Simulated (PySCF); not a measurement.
Isomers of C2H10NPSi2, one GFN2-xTB conformer each. Single-point energies are computed at PBE0/pcSseg-1 (PySCF, gas phase, no added dispersion term), electronic only.

Question: Rank them by PBE0/pcSseg-1 energy, lowest first (kcal/mol).
A. `[CH3:1]/[CH:2]=[P:3]/[N:4]([SiH3:5])[SiH3:6]` with C2–P3–N4–Si5 -141°
B. `[PH2:1][Si@@H:2]1[CH2:3][CH2:4][SiH2:5][NH:6]1` with H–P1–Si2–C3 -9° and -102°, P1–Si2–C3–C4 -147°, Si2–C3–C4–Si5 37°, C3–C4–Si5–N6 -26°, C4–Si5–N6–Si2 4°

Answer: B (0.0), A (39.0).

As drawn, the lower has an N–H bond and an Si–C bond, which the higher lacks. GFN2-xTB itself gives, in the same order: 0.0, 3.2. Both levels put the same isomer lowest.

Question: Which frontier levels, dipoles and rotational constants go with these structures?

Answer: 
| SMILES | HOMO (eV, PBE0/pcSseg-1) | LUMO (eV) | dipole (D) | A, B, C (MHz) |
| --- | --- | --- | --- | --- |
| P[Si@@H]1CC[SiH2]N1 | -7.07 | 0.33 | 1.09 | 3843, 1084, 934.6 |
| C/C=P/N([SiH3])[SiH3] | -6.40 | -1.09 | 0.89 | 2873, 1150, 870.7 |
